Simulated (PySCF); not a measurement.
FHSi, SMILES F[SiH] (connectivity only; charge and spin as stated), charge -1, multiplicity 2. Atoms are numbered in the order given.

```xyz
3

Si     0.1189     0.6279     0.0000
H     -1.4166     0.9268     0.0000
F     -0.0275    -1.0798     0.0000
```
Charge -1, spin multiplicity 2.

The structure is a stationary point at B3LYP-D3(BJ)/def2-TZVPD. The multiplicity is an assumed one; other spin states were not compared. The isomer is the one that the SMILES or the coordinates give; other isomers of the formula were not compared.

Computed with PySCF with B3LYP/def2-TZVPD.

Mulliken values depend strongly on the basis, most of all with diffuse functions as here. ESP charges are fitted to the potential on shells at 1.4 to 2.0 van der Waals radii. Atomic charges (e):

```
atom  ESP fit  Mulliken  Mulliken spin
----  -------  --------  -------------
Si1     -0.78     -0.46           0.97
H2      -0.05     -0.11          -0.02
F3      -0.16     -0.43           0.05
```
